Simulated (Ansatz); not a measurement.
Computed with Ansatz on PBE0-D4/def2-TZVP structures; ΔE is electronic, products minus reactants. CCSD(T)/CBS is the MP2 limit (def2-TZVPP, def2-QZVPP) plus CCSD(T) − MP2 in def2-TZVPP, frozen cores. This one scheme is used for every species. Functionals use def2-TZVPP.

Consider the hydrogenolysis of a C–F bond: `F[C@H]1B[C@@H]1Cl` + H₂ → `ClC1BC1` + H–F.

`F[C@H]1B[C@@H]1Cl`:

Cartesian coordinates in Å:
```
F -1.103 1.424 -0.876
C -0.135 0.804 -0.140
B -0.271 -0.190 1.030
C 0.223 -0.620 -0.361
Cl 1.751 -1.178 -1.011
H 0.739 1.448 -0.003
H -0.588 -0.488 2.129
H -0.616 -1.200 -0.768
```

H₂:

Z-matrix (Å, degrees):
```
H
H 1 0.746
```

`ClC1BC1`:

```xyz
8

Cl   -1.562   -0.820   -1.332
C    -0.048   -0.113   -0.770
B    -0.157    0.991    0.279
C     0.392   -0.372    0.673
H     0.726   -0.167   -1.526
H    -0.592    2.049    0.578
H     1.456   -0.562    0.784
H    -0.215   -1.006    1.315
```

H–F:

Cartesian coordinates in Å:
```
F -0.250 0.036 0.385
H 0.250 -0.036 -0.385
```

CCSD(T)/CBS gives -142.0 kJ/mol.

Q: Another level gave -120.2 kJ/mol. Which?
A. PBE-QIDH/def2-TZVPP
B. B2PLYP/def2-TZVPP
C. BLYP/def2-TZVPP
D. r2SCANh/def2-TZVPP

A: C. BLYP -120.2, B2PLYP -133.8, r2SCANh -129.5, PBE-QIDH -140.9 kJ/mol.

Largest T1 diagnostic among the species: 0.011.

At CCSD(T), def2-SVP lies +18.0 kJ/mol from the extrapolated value and def2-TZVPP +3.6 kJ/mol. From BLYP to BHLYP (50 % exact exchange), in def2-TZVPP and without D4, ΔE moves by −14.9 kJ/mol. Leaving LDA and LC-ωPBE aside and taking each functional with its dispersion term where it has one, the values, not all of them listed here, spread over 22.3 kJ/mol, from PBE-QIDH to BLYP-D4.
